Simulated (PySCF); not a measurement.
## How methods differ on the ionisation energy of Ta

Ta [Xe] 4f14 5d3 6s2 (4F) → Ta⁺ [Xe] 4f14 5d3 6s1 (5F), as a difference of total energies. All numbers are calculated (PySCF 2.14, a scalar-relativistic core potential, in def2-TZVPPD with the def2 core potential (60 electrons) (6s5p3d2f1g, 59 functions)). Correlated levels: valence: 5s2 5p6 frozen; valence and next inner shell: nothing frozen outside the core potential. The calculations carry no spin-orbit coupling.

Problem. Order these methods by the ionisation energy they give, lowest first.
A. r2SCANh
B. PBE
C. UHF
D. PBE0

Solution. C (5.723 eV), A (6.822 eV), D (7.040 eV), B (7.222 eV).

Errors of the correlated levels include the incompleteness of this basis and the frozen core.

MP2 underrates the near-degeneracy of ns² with np² in the lower species.

For comparison: 7.573 eV (measured; NIST levels, between the centres of gravity of the two terms).
